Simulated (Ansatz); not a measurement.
`BB[SiH2]F` + `[SiH3]N[SiH3]` → `F[SiH2]N([SiH3])[SiH3]` + `BB` at 298.15 K and 1 bar (cleavage of the Si–B bond).

Program: Ansatz. Geometries: PBE0-D4/def2-TZVP. ΔE: electronic, gas phase. CCSD(T)/CBS is the MP2 limit (def2-TZVPP, def2-QZVPP) plus CCSD(T) − MP2 in def2-TZVPP, frozen cores. This one scheme is used for every species. Each species was taken in one conformer, which may not be the lowest.

| species | CCSD(T)/CBS energy (Eh) | H − E (kJ/mol) | S (J/(mol·K)) |
| --- | --- | --- | --- |
| `BB[SiH2]F` | -441.46272 | 153.9 | 327.9 |
| `[SiH3]N[SiH3]` | -637.10515 | 192.6 | 335.6 |
| `F[SiH2]N([SiH3])[SiH3]` | -1026.67748 | 229.9 | 395.6 |
| `BB` | -51.92346 | 113.4 | 231.9 |

H − E and S are ideal-gas, rigid-rotor, harmonic terms from PBE0-D4/def2-TZVP, for one conformer and one mirror image of each species. 1 Eh = 2625.50 kJ/mol, R = 8.31446 J/(mol·K).

Q: By hand: ΔE, ΔH, ΔS and ΔG.

A: ΔE = (-1026.67748) + (-51.92346) − (-441.46272) − (-637.10515) = -0.03307 Eh = -86.8 kJ/mol. Δ(H − E) = 229.9 + 113.4 − 153.9 − 192.6 = -3.2, so ΔH = -90.0 kJ/mol. ΔS = 395.6 + 231.9 − 327.9 − 335.6 = -36.0 J/(mol·K). ΔG = -90.0 − 298.15 × (-36.0)/1000 = -79.3 kJ/mol.

Q: By hand: the equilibrium constant, and the temperature at which ΔG would vanish if ΔH and ΔS stayed fixed.

A: log₁₀ K = −ΔG/(RT ln 10) = 13.9. ΔG = 0 at ΔH/ΔS = 2500 K.

ΔH outweighs TΔS. A doubt of 5 kJ/mol in ΔE shifts log₁₀ K by 0.9 here. Other conformers and mirror images would add mixing entropy, several J/(mol·K) or more a flexible species. Modes under 60 cm⁻¹, often nearly free rotors, make the harmonic entropy too high. These are equilibria of isolated gas molecules and say nothing of rates. Largest T1 diagnostic: 0.014 (customary marks: 0.02 for closed shells, 0.045 for open ones).
